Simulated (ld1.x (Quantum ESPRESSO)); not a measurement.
**gold (Au): excitation energies, all-electron against TM**

Au (Z = 79), norm-conserving Troullier–Martins (Kleinman–Bylander form), made with ld1.x (Quantum ESPRESSO) 7.5 (PW91, fully relativistic). Core [Xe] 4f14, reference 5d10 6s0 6p0 (charge +1). Waves: 6p (bound, empty): rc 3.25 bohr; 5d (bound): rc 1.60 bohr; 5f channel at 0.2 Ry: rc 2.80 bohr; 6s (bound, empty): rc 2.35 bohr. Local part: the s channel. Core correction: none.

Open shells are filled in proportion to 2j + 1 (rel_dist='average').

Energies are relative to the spin-unpolarised reference configuration 5d10 6s0 6p0; without spin polarisation the order of configurations can differ from experiment.

Task: Give the all-electron excitation energy and the error of the potential for: 5d10 6s1 6p0; 5d9 6s0 6p0; 5d8 6s0 6p0; 5d7 6s0 6p0; 5d9 6s1 6p1; 5d9 6s2 6p0; 5d9 6s1 6p0.

Result:

```
valence configuration  charge  ΔE all-electron (eV)  error AE − PS (meV)
         5d10 6s1 6p0       0                -9.508                 +3.1
          5d9 6s0 6p0      +2                21.306                  -57
          5d8 6s0 6p0      +3                55.265                 -290
          5d7 6s0 6p0      +4               103.042                 -768
          5d9 6s1 6p1       0                -2.040                  -92
          5d9 6s2 6p0       0                -7.810                  -88
          5d9 6s1 6p0      +1                 2.712                  -73
```

ld1.x printed “convergence not achieved” for 4 of the counted tests; their residual had stalled under 1e-8, short of the target of 1e-14.
